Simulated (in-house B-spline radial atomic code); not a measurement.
A fraction x of an electron is removed from 4d in La III (La2+), starting from [Xe] 5d1 and keeping the highest spin. Method: scalar-relativistic (X2C) RPBE, spin-polarised, spherical fractional occupations, Fermi nucleus of rms radius 4.855 fm. Calculated with a radial B-spline atomic code at the basis-set limit.

| x | E(x) - E(0) (eV) | 4d down level (eV) |
| --- | --- | --- |
| 0 | 0.0000 | -116.374 |
| 0.1 | 11.7374 | -118.377 |
| 0.15 | ? | ? |
| 0.37 | 44.4370 | -123.859 |
| 0.4 | 48.1620 | -124.475 |
| 0.5 | 60.7124 | -126.536 |
| 0.53 | 64.5178 | -127.157 |
| 0.73 | 90.3655 | -131.328 |
| 0.8 | ? | ? |
| 0.94 | 118.4091 | -135.763 |
| 1 | 126.5931 | -137.040 |

(1) What belongs in the row x = 0.15?

(2) What belongs in the row x = 0.8?

(3) Check Janak's theorem between x = 0.37 and 0.4.

Answers

(1) An energy change of 17.6815 eV; 4d down at -119.384 eV.

(2) An energy change of 99.6099 eV; 4d down at -132.800 eV.

(3) The slope of the energy is 124.17 eV; the orbital levels give 124.17 eV (-ε of the emptying orbital, averaged over the two points).
